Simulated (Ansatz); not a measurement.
Isolated molecules relaxed with PBE0-D4/def2-TZVP in Ansatz; ΔE leaves out vibrations. CBS: MP2 limit from def2 TZ/QZ plus the TZ coupled-cluster correction, frozen cores. DFT in def2-TZVPP. Each species was taken in one conformer, which may not be the lowest.

`C[CH2][AlH][OH]` + `N=[C]([AlH2])[SiH3]` → `C[CH2][AlH][AlH2]` + `N=C(O)[SiH3]`  (redistribution)

```
       level  ΔE (kJ/mol)
 LDA (SPW92)         96.2
      revPBE        105.0
        PBE0        107.0
MP2/def2-SVP        130.0
```

**Question.** What does CCSD(T)/CBS give? (An estimate is asked.)

**Answer.** Computed: +137.9 kJ/mol. The listed levels differ from it by -41.7, -32.9, -30.9, -7.9 kJ/mol.

Largest T1 diagnostic among the species: 0.014.

From BLYP to BHLYP (50 % exact exchange), in def2-TZVPP and without D4, ΔE moves by +3.3 kJ/mol. At CCSD(T), def2-SVP lies −19.2 kJ/mol from the extrapolated value and def2-TZVPP −4.8 kJ/mol.
